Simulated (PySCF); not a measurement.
**`C[NH][GeH2][N](C)C`, C3H12GeN2**

Geometry (Å), atoms numbered from 1 in this order:
```xyz
18

C     2.4290    0.5491    0.0247
N     1.7750   -0.5038    0.7824
Ge    0.1103   -0.3039    1.4714
N    -0.9334    0.0650    0.0231
C    -0.8654   -0.7787   -1.1492
C    -2.2333    0.6764    0.1769
H     3.1568    0.1168   -0.6659
H     1.6703    1.0738   -0.5530
H     2.9449    1.2785    0.6586
H     2.4368   -1.0039    1.3587
H    -0.1453    0.8814    2.3818
H    -0.1036   -1.6000    2.2345
H     0.1279   -1.2192   -1.2139
H    -1.0472   -0.1802   -2.0473
H    -1.6087   -1.5860   -1.1239
H    -2.4466    1.3107   -0.6888
H    -2.2377    1.2957    1.0732
H    -3.0385   -0.0654    0.2585
```

The calculation used GIAO KT3/pcSseg-1 magnetisability, rotational g tensor and spin-rotation constants, non-relativistic, gas phase in PySCF 2.14.0. Geometry: GFN2-xTB.

The calculation is non-relativistic, which matters for the atoms heavier than Zn.

(1) Give the nuclear spin-rotation constants along the inertial axes (H = +C I·J) beside the isotropic shieldings.

(2) How do the rotational constants and the g tensor change when H7, H8, H9, H10, H11, H12, H13, H14, H15, H16, H17, H18 are replaced by deuterium?

## Answers

(1) Rotational constants 3.2683, 1.7166, 1.3489 GHz. A star marks the isotopologue with that one atom substituted, in its own axes.
```tsv
atom	isotope	Caa (kHz)	Cbb (kHz)	Ccc (kHz)	mean (kHz)	σ (ppm)
N2	14N	0.116	0.071	0.060	0.082	235.5
N4	14N	0.140	0.061	0.063	0.088	232.1
H7	1H	-0.185	-0.039	-0.109	-0.111	28.9
H8	1H	0.011	-0.139	-0.112	-0.080	28.8
H9	1H	-0.140	-0.140	-0.046	-0.109	28.9
H10	1H	-0.102	-0.181	-0.136	-0.140	31.9
H11	1H	-0.266	-0.076	0.001	-0.114	26.9
H12	1H	-0.267	-0.076	0.001	-0.114	26.9
H13	1H	0.055	-0.143	-0.110	-0.066	28.2
H14	1H	-0.250	-0.027	-0.102	-0.127	29.3
H15	1H	-0.135	-0.168	-0.038	-0.114	29.4
H16	1H	-0.273	-0.021	-0.092	-0.128	29.1
H17	1H	-0.311	-0.036	-0.061	-0.136	28.8
H18	1H	-0.136	-0.156	-0.044	-0.112	29.2
C1	13C*	0.647	0.262	0.206	0.372	151.0
Ge3	73Ge*	-0.896	-0.526	-0.426	-0.616	1359.5
C5	13C*	0.695	0.270	0.223	0.396	144.4
```
For the geometry as given, no vibrational averaging.

(2) Constants 2.5885, 1.3964, 1.1169 GHz; g -0.0199, -0.0056, -0.0037, against -0.0253, -0.0068, -0.0045 before.
